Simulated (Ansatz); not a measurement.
System: C3H5F, charge 0, singlet. C3H5F ((Z)-1-fluoroprop-1-ene, SMILES C/C=C\F).
B3LYP-D3(BJ)/def2-TZVP minimum from Ansatz (a quantum-chemistry and plane-wave program):
```
C
C 1 1.3207
F 2 1.3535 1 122.32
H 2 1.0811 1 125.85 3 180.00
H 1 1.0838 2 115.76 4 0.00
C 1 1.4947 5 118.41 2 180.00
H 6 1.0885 1 111.49 5 -180.00
H 6 1.0931 7 108.33 1 -122.16
H 6 1.0931 7 108.33 8 -115.67
```

Total energies in cc-pVDZ, 24 correlated electrons, 4 frozen orbitals. Radicals and triplets start from unrestricted determinants; spin-orbit coupling is neglected. Correlated methods leave the cores frozen. No relativity.

```
method    program  energy (Eh)  minus CCSDT(Q) (mEh)
--------  -------  -----------  --------------------
HF         Ansatz   -215.93772                654.11
MP2        Ansatz   -216.53230                 59.52
CCSD       Ansatz   -216.57156                 20.26
CCSD(T)    Ansatz   -216.58954                  2.28
CCSDT(Q)   Ansatz   -216.59182                  0.00
```

Rough core times of Ansatz's runs on a shared machine: CCSD(T) under 20 s, CCSDT(Q) 10 min.
